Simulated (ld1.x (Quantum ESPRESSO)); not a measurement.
Which change was made? (Rb, TM)

ld1.x (Quantum ESPRESSO) 7.5 input, shortened:

```
&input
   title='Rb', zed=37., rel=2, dft='PBE', iswitch=3,
   config='[Kr] 4d0 5s0 5p0', rel_dist='average'
 /
 &inputp
   pseudotype=2, tm=.true., lloc=1,
   nlcc=.true., new_core_ps=.true., rcore=0.95
 /
3
5S  1  0   0.00   0.00  3.80  3.80  0.0
4D  3  2   0.00   0.00  2.85  2.85  0.0
4P  2  1   6.00   0.00  1.70  1.70  0.0
 &test
   configts(1)='4p6 4d0 5s0 5p0'
 /
```

Open shells are filled in proportion to 2j + 1 (rel_dist='average').

Cutoffs, loose and tight: the cutoffs (Ry, on a coarse ladder) from which the occupation-weighted sum of valence levels, in a spherical-Bessel basis at the reference potential, stays within 10 and 1 mRy of its value at 400 Ry. They do not see the model core or the augmentation charge, which bear on the density cutoff. Test errors are all-electron minus pseudo excitation energies from the reference, over the configurations 4p6 4d0 5s1 5p0; 4p6 4d0 5s0.5 5p0; 4p6 4d0 5s0 5p1; 4p6 4d1 5s0 5p0; 4p6 4d0.5 5s0.5 5p0; 4p5 4d0 5s1 5p0; variants that change the core or the reference have their own tests. The largest error is taken over the tests solved by every variant that gives reliable tests at all, those not shown here included: 4p6 4d0 5s0 5p1; 4p6 4d0 5s0.5 5p0; 4p6 4d0 5s1 5p0; 4p6 4d0.5 5s0.5 5p0; 4p6 4d1 5s0 5p0.

The base gives: outcome: generated, misses its reference levels by 0.60 eV; cutoff, loose: 35 Ry; cutoff, tight: 70 Ry; bound ghosts: s; largest test error (meV): -4.0.

**Question.** After one change the result is: outcome: generated, misses its reference levels by 0.60 eV; cutoff, loose: 35 Ry; cutoff, tight: 70 Ry; bound ghosts: d3/2, s; largest test error (meV): -4.0. Which change was it?
A. wave 4d (bound): rc 2.85 bohr becomes 4d (bound): rc 3.52 bohr
B. local potential the s channel
C. all radii but the core radius scaled by about 1.19 (s 4.54, p 2.02, d 3.40 bohr)

**Answer.** A. The others give: all radii but the core radius scaled by about 1.19 (s 4.54, p 2.02, d 3.40 bohr) → outcome: generated, misses its reference levels by 0.60 eV; cutoff, loose: 25 Ry; cutoff, tight: 35 Ry; bound ghosts: s; largest test error (meV): +6.0 | local potential the s channel → outcome: generated; cutoff, loose: 35 Ry; cutoff, tight: 70 Ry; bound ghosts: none; largest test error (meV): -129.
